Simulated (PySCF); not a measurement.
System: sum formula Si2H2F3, net charge 0, doublet state. It need not be the lowest isomer of its formula. SMILES: F[SiH2][Si](F)F
Coordinates optimised at B3LYP-D3(BJ)/def2-TZVP (Ansatz):
```
Si
F 1 1.6072
H 1 1.4783 2 108.58
H 1 1.4805 3 111.16 2 118.98
Si 1 2.3959 3 108.94 4 125.39
F 5 1.6064 1 108.89 3 -167.53
F 5 1.6086 6 105.64 1 -114.46
```
Charge 0, spin multiplicity 2.

Dispersion corrections to the total energy (kcal/mol) from the dftd3 and dftd4 libraries through PySCF: D3(BJ) without and D4 with the three-body term, each with the damping fitted for the functional named.

| functional | D3(BJ) | D4 |
|---|---|---|
| TPSSh | ? | -4.22 |
| HSE06 | -2.40 | ? |
| TPSS | -4.15 | -4.67 |
| r2SCAN | -0.87 | -0.80 |
| LC-wPBE | -3.33 | -3.92 |
| B2GP-PLYP | -3.38 | -1.48 |
| CAM-B3LYP | ? | -3.02 |

Task: Fill in the missing entries.

Result: 
- TPSSh, D3(BJ): -3.87
- HSE06, D4: -2.77
- CAM-B3LYP, D3(BJ): -2.86
